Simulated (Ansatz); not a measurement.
C₂H₂F₆O₂Si, SMILES `FC(F)(F)O[SiH2]OC(F)(F)F`, charge 0, multiplicity 1.

Task: Give a relaxed structure at PBE0-D4/def2-TZVP (Ansatz 0.2.0). (Best estimate.)

Result: Computed: 
Cartesian coordinates in Å:
```
F -0.8301 -2.1196 0.5793
C -1.0947 -1.0895 1.3911
F -0.0060 -0.8688 2.1263
F -2.0757 -1.4503 2.2053
O -1.4562 0.0040 0.7124
Si -0.9091 0.6326 -0.7164
O 0.6001 1.2928 -0.5259
C 1.7909 0.7150 -0.7093
F 2.1949 0.8301 -1.9752
F 2.6970 1.2889 0.0656
F 1.7609 -0.5934 -0.4191
H -0.8696 -0.4077 -1.7581
H -1.8026 1.7660 -0.9758
```
This is one stationary point; other conformers may exist.
